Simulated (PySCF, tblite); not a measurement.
C₃H₁₂Si₄.
Structure used (GFN2-xTB), in Å, numbered top down from 1:
```
atom  x, y, z in Å
C1     3.5927    0.3721    0.1768
C2     2.7050   -0.2929   -0.2886
Si3    1.2965   -1.2910   -0.9574
Si4   -0.6683   -0.8134    0.2178
Si5   -2.4172   -2.2036   -0.4159
Si6   -1.1723    1.4638    0.1835
C7     0.2635    2.4598    0.9266
H8     4.3783    0.9485    0.5755
H9     1.7522   -2.6872   -0.8939
H10    1.2070   -0.9258   -2.3798
H11   -0.3600   -1.1618    1.6287
H12   -2.7745   -1.9819   -1.8194
H13   -2.0892   -3.6265   -0.2967
H14   -3.6390   -1.9958    0.3630
H15   -2.3957    1.8210    0.9182
H16   -1.3829    1.9422   -1.1918
H17    0.4209    2.1970    1.9689
H18    0.0836    3.5302    0.8807
H19    1.1896    2.2546    0.3963
```

Theory: PBE0/pcSseg-1 in PySCF (dipole) on a GFN2-xTB geometry, gas phase.

Masses are those of the commonest isotopes; rigid-rotor values at the optimised geometry. The values belong to one conformer with, in the numbering `[CH:1]#[C:2][SiH2:3][Si@H:4]([SiH3:5])[SiH2:6][CH3:7]`, C2–Si3–Si4–Si5 -174°, Si3–Si4–Si6–C7 -58°.

(1) What are A, B and C (MHz)?

(2) What kind of rotor is it?

(3) Is it planar, by Δ = Ic − Ia − Ib?

(4) Give the other two planar moments, Paa and Pbb, and the rms extents of the mass along the axes.

(5) List the rotational levels J(Ka,Kc) to J = 5 (MHz).

(6) Which lines would a microwave search look for?

Answers

(1) Ia = 401.40, Ib = 637.49, Ic = 978.86 u·Å²; 505379 MHz·u·Å²/I gives A = 1259, B = 792.8, C = 516.3 MHz.

(2) An asymmetric top. Ray's parameter κ = (2B − A − C)/(A − C) = -0.256; −1 is the prolate and +1 the oblate limit.

(3) Not planar: Δ = Ic − Ia − Ib = -60.02 u·Å². For a rigid frame Δ = −2 Σ m c², so Σ m c² = 30.01 u·Å² lies off the ab plane: 15.23 from hydrogen and 14.78 from heavier atoms. The atom farthest from that plane is 1.88 Å away.

(4) Paa = Σ m a² = (Ib + Ic − Ia)/2 = 607.47 and Pbb = Σ m b² = (Ia + Ic − Ib)/2 = 371.39 u·Å². With the mass M = 160.00 u, the rms extents √(P/M) along a, b and c are 1.95, 1.52, 0.43 Å.

(5) Above 0(0,0):
J = 1: 1(0,1) 1309, 1(1,1) 1775, 1(1,0) 2052
J = 2: 2(0,2) 3836, 2(1,2) 4117, 2(1,1) 4946, 2(2,1) 6345, 2(2,0) 6437
J = 3: 3(0,3) 7448, 3(1,3) 7579, 3(1,2) 9218, 3(2,2) 10272, 3(2,1) 10678, 3(3,1) 13345, 3(3,0) 13365
J = 4: 4(0,4) 12074, 4(1,4) 12125, 4(1,3) 14758, 4(2,3) 15436, 4(2,2) 16448, 4(3,2) 18719, 4(3,1) 18850, 4(4,1) 22836, 4(4,0) 22839
J = 5: 5(0,5) 17710, 5(1,5) 17727, 5(1,4) 21420, 5(2,4) 21780, 5(2,3) 23675, 5(3,3) 25427, 5(3,2) 25880, 5(4,2) 29582, 5(4,1) 29614, 5(5,1) 34839, 5(5,0) 34839
Those of J = 1 are B + C, A + C and A + B.

(6) The dipole components are |μa| = 0.63 D, |μb| = 0.63 D, |μc| = 0.38 D. Intensities carry the squares of the components, which stand as 0.99 : 1.00 : 0.36 (a : b : c). Some lines, for components of 0.1 D or more:

| type | branch | J(Ka,Kc) | MHz | lower level (cm⁻¹) |
| --- | --- | --- | --- | --- |
| a | Q | 3(2,1) ← 3(2,2) | 406 | 0.343 |
| b | Q | 1(1,0) ← 1(0,1) | 743 | 0.044 |
| a | R | 1(0,1) ← 0(0,0) | 1309 | 0.000 |
| b | Q | 3(2,1) ← 3(1,2) | 1460 | 0.307 |
| a | Q | 3(1,2) ← 3(1,3) | 1639 | 0.253 |
| b | Q | 4(3,1) ← 4(2,2) | 2402 | 0.549 |
| a | Q | 4(1,3) ← 4(1,4) | 2634 | 0.404 |
| c | Q | 3(3,1) ← 3(2,1) | 2667 | 0.356 |
| b | Q | 4(2,3) ← 4(1,4) | 3311 | 0.404 |
| a | R | 3(0,3) ← 2(0,2) | 3613 | 0.128 |
| b | R | 3(1,3) ← 2(0,2) | 3743 | 0.128 |
| a | R | 3(2,2) ← 2(2,1) | 3927 | 0.212 |
| b | R | 2(2,1) ← 1(1,0) | 4293 | 0.068 |
| b | R | 4(0,4) ← 3(1,3) | 4495 | 0.253 |
| a | R | 4(2,3) ← 3(2,2) | 5163 | 0.343 |
| c | R | 3(1,2) ← 2(0,2) | 5382 | 0.128 |
| c | R | 3(2,2) ← 2(1,2) | 6155 | 0.137 |
| c | R | 3(3,0) ← 2(2,0) | 6929 | 0.215 |
| c | R | 3(3,1) ← 2(2,1) | 7000 | 0.212 |
| b | R | 3(3,0) ← 2(2,1) | 7020 | 0.212 |
| c | R | 4(2,2) ← 3(1,2) | 7230 | 0.307 |
| c | R | 4(1,3) ← 3(0,3) | 7310 | 0.248 |
| b | R | 4(3,2) ← 3(2,1) | 8041 | 0.356 |
| b | R | 4(2,2) ← 3(1,3) | 8869 | 0.253 |
| b | R | 4(4,1) ← 3(3,0) | 9471 | 0.446 |
| c | R | 4(4,0) ← 3(3,0) | 9474 | 0.446 |
| c | R | 4(4,1) ← 3(3,1) | 9491 | 0.445 |

Its GFN2-xTB frequencies are all real (lowest 15 cm⁻¹). These are rigid-rotor constants of the computed structure; measured ground-state constants (B0) also hold zero-point vibration. A rigid rotor knows nothing of internal rotation, which can split or shift real lines.
